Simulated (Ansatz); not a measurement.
Program: Ansatz. Geometries: PBE0-D4/def2-TZVP. ΔE: electronic, gas phase. CCSD(T)/CBS is the MP2 limit (def2-TZVPP, def2-QZVPP) plus CCSD(T) − MP2 in def2-TZVPP, frozen cores. This one scheme is used for every species. DFT in def2-TZVPP. One conformer a species, not always the lowest.

`C=C(Cl)[SiH2][SiH3]` + `CO[SiH2]N` → `N[SiH2]O[SiH2][SiH3]` + `C=C(C)Cl`  (formal exchange of groups at the Si–C bond)

```tsv
species	r2SCAN-D4 energy (Eh)
`C=C(Cl)[SiH2][SiH3]`	-1119.50823
`CO[SiH2]N`	-461.81172
`N[SiH2]O[SiH2][SiH3]`	-1003.92103
`C=C(C)Cl`	-577.46420
```

(1) Work out ΔE.

Largest T1 diagnostic among the species: 0.012.

## Answers

(1) ΔE = (-1003.92103) + (-577.46420) − (-1119.50823) − (-461.81172) = -0.06528 Eh = -171.4 kJ/mol. CCSD(T)/CBS gives -171.3 kJ/mol.

From PBE to PBE0 (25 % exact exchange), in def2-TZVPP and without D4, ΔE moves by −7.8 kJ/mol. In def2-TZVPP, CCSD(T) changes the Hartree–Fock value by +9.4 kJ/mol (the triples alone add +2.5 kJ/mol) and MP2 by +3.6 kJ/mol.
